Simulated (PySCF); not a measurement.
Atomic charges against the basis set

Compound: tetrahydropyran-4-one, C₅H₈O₂.
Geometry (PBE0-D3(BJ)/def2-SVP, Å), atoms numbered from 1 in this order:
```xyz
15
C5H8O2 angstrom
O      1.1571   -1.9974    0.9845
C      0.7227   -1.1212    0.2780
C      1.4375    0.1911    0.0451
C      0.4678    1.3641    0.2136
O     -0.6731    1.2072   -0.5828
C     -1.4131    0.0713   -0.2323
C     -0.6055   -1.2128   -0.4397
H      1.8126    0.1932   -0.9930
H      2.2960    0.2636    0.7277
H      0.9439    2.3089   -0.0853
H      0.1824    1.4569    1.2818
H     -1.7390    0.1356    0.8264
H     -2.3173    0.0680   -0.8577
H     -1.1473   -2.1027   -0.0895
H     -0.4007   -1.3276   -1.5182
```

PBE0 throughout (PySCF), one geometry, spherical d and f functions. The structure is a single PBE0-D3(BJ)/def2-SVP conformer in the gas phase; no vibrational or solvent corrections. Atoms taken as equivalent share a column and are averaged.

Mulliken charges (e):

```
        basis  functions      O1      C2   C3/C7   C4/C6      O5  H8/H9/H14/H15  H10/H11/H12/H13
       STO-3G         43  -0.193  +0.164  -0.181  -0.044  -0.213         +0.091           +0.082
     pcSseg-0         79  -0.456  +0.361  -0.540  -0.120  -0.668         +0.272           +0.248
        6-31G         79  -0.399  +0.361  -0.404  -0.092  -0.502         +0.202           +0.181
       6-31G*        114  -0.414  +0.437  -0.439  -0.094  -0.462         +0.201           +0.175
      cc-pVDZ        138  -0.209  +0.038  -0.057  +0.104  -0.311         +0.057           +0.040
     def2-SVP        138  -0.206  -0.014  -0.043  +0.153  -0.399         +0.061           +0.039
     pcSseg-1        159  -0.346  +0.175  -0.243  +0.051  -0.496         +0.145           +0.118
  aug-cc-pVDZ        233  -0.611  +0.280  +0.501  +0.855  -0.605         -0.174           -0.270
6-311+G(2d,p)        237  -0.450  +0.529  -0.331  -0.186  -0.262         +0.163           +0.141
    def2-TZVP        265  -0.277  +0.130  -0.158  -0.090  -0.269         +0.115           +0.112
      cc-pVTZ        322  -0.257  +0.181  -0.187  -0.010  -0.267         +0.102           +0.082
     IGLO-III        325  -0.407  +0.346  -0.248  -0.103  -0.270         +0.136           +0.122
```

IAO charges (e):

```json
{"basis": "STO-3G", "functions": "43", "O1": "-0.181", "C2": "+0.191", "C3/C7": "-0.319", "C4/C6": "-0.131", "O5": "-0.212", "H8/H9/H14/H15": "+0.146", "H10/H11/H12/H13": "+0.129"}
{"basis": "pcSseg-0", "functions": "79", "O1": "-0.361", "C2": "+0.338", "C3/C7": "-0.353", "C4/C6": "-0.075", "O5": "-0.364", "H8/H9/H14/H15": "+0.167", "H10/H11/H12/H13": "+0.144"}
{"basis": "6-31G", "functions": "79", "O1": "-0.380", "C2": "+0.350", "C3/C7": "-0.344", "C4/C6": "-0.082", "O5": "-0.368", "H8/H9/H14/H15": "+0.166", "H10/H11/H12/H13": "+0.146"}
{"basis": "6-31G*", "functions": "114", "O1": "-0.400", "C2": "+0.388", "C3/C7": "-0.336", "C4/C6": "-0.048", "O5": "-0.382", "H8/H9/H14/H15": "+0.157", "H10/H11/H12/H13": "+0.134"}
{"basis": "cc-pVDZ", "functions": "138", "O1": "-0.395", "C2": "+0.387", "C3/C7": "-0.337", "C4/C6": "-0.048", "O5": "-0.380", "H8/H9/H14/H15": "+0.156", "H10/H11/H12/H13": "+0.133"}
{"basis": "def2-SVP", "functions": "138", "O1": "-0.394", "C2": "+0.383", "C3/C7": "-0.331", "C4/C6": "-0.044", "O5": "-0.381", "H8/H9/H14/H15": "+0.155", "H10/H11/H12/H13": "+0.131"}
{"basis": "pcSseg-1", "functions": "159", "O1": "-0.408", "C2": "+0.390", "C3/C7": "-0.336", "C4/C6": "-0.049", "O5": "-0.388", "H8/H9/H14/H15": "+0.158", "H10/H11/H12/H13": "+0.136"}
{"basis": "aug-cc-pVDZ", "functions": "233", "O1": "-0.420", "C2": "+0.398", "C3/C7": "-0.340", "C4/C6": "-0.051", "O5": "-0.394", "H8/H9/H14/H15": "+0.161", "H10/H11/H12/H13": "+0.138"}
{"basis": "6-311+G(2d,p)", "functions": "237", "O1": "-0.421", "C2": "+0.399", "C3/C7": "-0.341", "C4/C6": "-0.052", "O5": "-0.395", "H8/H9/H14/H15": "+0.162", "H10/H11/H12/H13": "+0.139"}
{"basis": "def2-TZVP", "functions": "265", "O1": "-0.419", "C2": "+0.401", "C3/C7": "-0.342", "C4/C6": "-0.049", "O5": "-0.394", "H8/H9/H14/H15": "+0.161", "H10/H11/H12/H13": "+0.137"}
{"basis": "cc-pVTZ", "functions": "322", "O1": "-0.415", "C2": "+0.400", "C3/C7": "-0.343", "C4/C6": "-0.050", "O5": "-0.392", "H8/H9/H14/H15": "+0.161", "H10/H11/H12/H13": "+0.137"}
{"basis": "IGLO-III", "functions": "325", "O1": "-0.421", "C2": "+0.400", "C3/C7": "-0.343", "C4/C6": "-0.051", "O5": "-0.396", "H8/H9/H14/H15": "+0.162", "H10/H11/H12/H13": "+0.139"}
```

Some averages cover members that differ in this geometry, most widely: H10/H11/H12/H13, Mulliken in aug-cc-pVDZ -0.355 to -0.186; H8/H9/H14/H15, Mulliken in aug-cc-pVDZ -0.229 to -0.118; H10/H11/H12/H13, Mulliken in IGLO-III +0.101 to +0.144; H10/H11/H12/H13, IAO in 6-31G +0.125 to +0.168 e.

Question: Which scheme is steadiest as the basis changes?

Answer: Largest range over the bases for any column: IAO 0.24 e, Mulliken 1.04 e. IAO charges move least and Mulliken charges most, counted in e. Without the minimal STO-3G basis the ranges are IAO 0.06, Mulliken 1.04 e.

Question: How much do the charges still move between the two largest bases, cc-pVTZ and IGLO-III?

Answer: At most, over all atoms: Mulliken 0.165 e, IAO 0.006 e.

Question: What do the same runs give for the total energy, the frontier levels and the dipole moment?

Answer: 
```csv
basis,energy (Eh),HOMO (eV),LUMO (eV),μ (D)
STO-3G,-340.9991,-4.16,2.76,0.75
pcSseg-0,-344.5727,-7.24,-0.67,1.53
6-31G,-345.2764,-7.03,-0.46,1.59
6-31G*,-345.3852,-6.90,-0.27,1.70
cc-pVDZ,-345.4125,-6.95,-0.35,1.71
def2-SVP,-345.1382,-7.07,-0.47,1.69
pcSseg-1,-345.3528,-7.21,-0.61,1.81
aug-cc-pVDZ,-345.4379,-7.19,-0.77,1.97
"6-311+G(2d,p)",-345.4936,-7.23,-0.75,1.94
def2-TZVP,-345.5221,-7.18,-0.63,1.92
cc-pVTZ,-345.5107,-7.13,-0.57,1.88
IGLO-III,-345.5296,-7.21,-0.70,1.95
```

The dipole is fixed by the density alone, so its range of 1.22 D shows that the density itself changes with the basis, not only its division among atoms.
